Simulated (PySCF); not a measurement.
# How methods differ on the excitation energy of Ga²⁺

Ga²⁺ [Ar] 3d10 4s1 (2S) → Ga²⁺ [Ar] 3d9 4s1 4p1 (high-spin determinant), as a difference of total energies. Computed with PySCF 2.14 in aug-cc-pwCVDZ-PP with ECP10MDF (6s5p4d1f, 48 functions), with scalar relativity through the core potential. Correlated levels: valence and next inner shell: nothing frozen outside the core potential. The calculations carry no spin-orbit coupling.

```json
{"method": "UHF", "excitation energy (eV)": "21.325"}
{"method": "MP2 (valence and next inner shell)", "excitation energy (eV)": "23.582"}
{"method": "SCS-MP2 (valence and next inner shell)", "excitation energy (eV)": "23.377"}
{"method": "CCSD (valence and next inner shell)", "excitation energy (eV)": "22.974"}
{"method": "CCSD(T) (valence and next inner shell)", "excitation energy (eV)": "23.027"}
```

**Question.** How much does correlation contribute at CCSD(T) (valence and next inner shell)?

**Answer.** 23.027 − (21.325) = 1.702 eV, measured against UHF.

The determinant of the upper state mixes LS terms, which raises its energy above the lowest term, most at the Hartree-Fock and MP2 levels.
